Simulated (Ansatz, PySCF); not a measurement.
Molecule: TlI, net charge 1, doublet state. 
Geometry from a B3LYP-D3(BJ)/def2-TZVP (Ansatz, a first-principles code) optimisation:
```
Tl
I 1 3.4191
```
Charge +1, spin multiplicity 2.

Total electronic energies in hartree. Correlated levels leave the core frozen unless marked. UHF or UKS for open shells. Spin-orbit coupling is left out. Frozen are the shells of the preceding noble gas and the d and f shells that filled before the atom's block. Past Kr the def2 sets carry scalar-relativistic core potentials. CBS marks a two-point X^-3 extrapolation of the correlation energy; Hartree-Fock from the larger set.

| level | program | energy (Eh) |
|---|---|---|
| HF/def2-QZVPP | Ansatz | -467.99852 |
| revPBE/def2-TZVPD | Ansatz | -470.12876 |
| BP86-D4/def2-TZVPD | PySCF + dftd4 | -470.27979 |
| TPSS-D4/def2-TZVPD | PySCF + dftd4 | -469.84243 |
| M06-L-D4/def2-TZVPD | PySCF + dftd4 | -470.28419 |
| PBE0/def2-TZVP | Ansatz | -470.00827 |
| BHLYP-D3(BJ)/def2-TZVPD | Ansatz + dftd3 | [?] |
| r2SCAN0-D4/def2-TZVPD | Ansatz + dftd4 | -470.10601 |
| r2SCAN0/def2-TZVPD | Ansatz | -470.10558 |
| M06-2X/def2-TZVPD | PySCF | [?] |
| CAM-B3LYP-D3(BJ)/def2-TZVPD | Ansatz + dftd3 | -469.96484 |
| RPA@PBE/def2-TZVPP | Ansatz | -468.24540 |
| SCS-MP2/def2-TZVPP | Ansatz | -468.13797 |
| CCSD/CBS(def2-TZVPPD,def2-QZVPPD) | Ansatz | -468.1912 |
| CCSD(T)/CBS(def2-TZVPPD,def2-QZVPPD) | Ansatz | -468.1985 |

Task: Fill in the missing entries.

Result: 
- BHLYP-D3(BJ)/def2-TZVPD, energy (Eh): -469.83666
- M06-2X/def2-TZVPD, energy (Eh): -469.80362
